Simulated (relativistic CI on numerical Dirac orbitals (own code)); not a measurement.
Calculated levels, Xe³⁸⁺

Method of calculation: Dirac-Coulomb-Breit CI, KLI orbitals optimised for each configuration, model QED, unscaled Slater integrals (own radial code, finite nucleus).

CI space (outside the closed core [Ne]): 3s2 3p4, 3s 3p5, 3s2 3p3 3d, 3p6, 3s 3p4 3d, 3p5 3d, 3s 3p3 3d2, 3s2 3p2 3d 4p, 3p5 4s, 3s 3p3 3d 4s, 3p5 4p, 3s2 3p3 4s, 3s2 3p2 3d2, 3s2 3p 3d3, 3s 3p2 3d3, 3s2 3p 3d2 4s, 3p4 3d2, 3p3 3d3, 3p3 3d2 4s, 3s2 3p2 3d 4s, 3s 3p2 3d2 4s, 3s2 3p 3d 4s2. Double excitations out of closed p, d and f shells are left out; levels of such configurations are missing from the list, as are those of other unlisted configurations, and high levels can miss mixing partners.

The lowest level is 3s2 3p4 3P_2, with 71 % of that term; Hund's rules for 3s2 3p4 give 3P with J = 2, in agreement.

| No. | Configuration | Term | J | E (cm⁻¹) | % | Lifetime (s) |
| --- | --- | --- | --- | --- | --- | --- |
| 1 | 3s2 3p4 | 3P | 2 | 0 | 71 |  |
| 2 | 3s2 3p4 | 1S | 0 | 103560 | 58 | 1.44e-01 |
| 3 | 3s2 3p4 | 3P | 1 | 609930 | 98 | 2.17e-07 |
| 4 | 3s2 3p4 | 1D | 2 | 667260 | 71 | 4.15e-07 |
| 5 | 3p3(2D°) 3d | 3F° | 2 | 1252045 | 29 | 6.56e-10 |
| 6 | 3p3(4S°) 3d | 5D° | 1 | 1278756 | 31 | 5.94e-10 |
| 7 | 3p3(2P°) 3d | 3P° | 0 | 1293945 | 51 | 1.74e-08 |
| 8 | 3p3(2P°) 3d | 3F° | 3 | 1294720 | 28 | 8.51e-09 |
| 9 | 3s2 3p4 | 3P | 0 | 1318424 | 58 | 8.88e-08 |
| 10 | 3s 3p5 | 3P° | 2 | 1380531 | 31 | 5.58e-10 |
| 11 | 3p3(2P°) 3d | 3F° | 4 | 1420236 | 43 | 3.49e-05 |
| 12 | 3p3(2P°) 3d | 3D° | 3 | 1553238 | 26 | 9.07e-12 |
| 13 | 3p3(2D°) 3d | 3P° | 1 | 1576864 | 30 | 1.23e-11 |
| 14 | 3s 3p5 | 3P° | 2 | 1585232 | 50 | 7.90e-12 |
| 15 | 3p3(4S°) 3d | 3D° | 1 | 1685078 | 36 | 7.14e-12 |
| 16 | 3p3(4S°) 3d | 5D° | 0 | 1820358 | 42 | 1.75e-09 |
| 17 | 3p3(2D°) 3d | 3F° | 2 | 1821201 | 45 | 2.04e-10 |
| 18 | 3p3(2D°) 3d | 3D° | 1 | 1827724 | 51 | 3.04e-11 |
| 19 | 3p3(2D°) 3d | 3F° | 3 | 1861192 | 42 | 1.81e-10 |
| 20 | 3p3(2D°) 3d | 3G° | 4 | 1919046 | 54 | 1.50e-06 |
| 21 | 3p3(2D°) 3d | 3D° | 3 | 1959016 | 59 | 1.12e-10 |
| 22 | 3p3(4S°) 3d | 5D° | 4 | 1975333 | 45 | 2.99e-07 |
| 23 | 3p3(2P°) 3d | 3F° | 2 | 1980600 | 55 | 2.05e-11 |
| 24 | 3p3(2D°) 3d | 3P° | 0 | 1991646 | 36 | 3.31e-10 |
| 25 | 3p3(2D°) 3d | 3D° | 1 | 2002713 | 34 | 2.82e-10 |
| 26 | 3p3(2D°) 3d | 3F° | 4 | 2038457 | 67 | 1.55e-06 |
| 27 | 3p3(2D°) 3d | 3G° | 5 | 2060449 | 99 | 1.39e-06 |
| 28 | 3p3(4S°) 3d | 3D° | 3 | 2088207 | 57 | 1.64e-12 |
| 29 | 3p3(2D°) 3d | 3P° | 2 | 2098276 | 40 | 1.43e-12 |
| 30 | 3p3(2D°) 3d | 3S° | 1 | 2105836 | 51 | 1.48e-12 |

Energies count from the lowest computed level; ° marks odd parity; lifetimes are radiative, by E1, M1, E2, M2, E3 decay to levels of this space only. Percentages are summed over parent terms; the parents shown are those of the largest component, closed shells are left out there.

The mean weight of the leading LS term, summed over parents, in these 30 levels is 50 %, and that of the leading jj configuration (from the same eigenvectors) 85 %, so jj coupling describes them better and the LS labels are nominal.

At this charge energies of transitions that change n are usually good to better than 1 %, and those within a shell (Δn = 0) to a few per cent.

LS names give the leading component of a level, which can be under half, so a name can repeat, a term be missing and a line seem to break the LS rules.
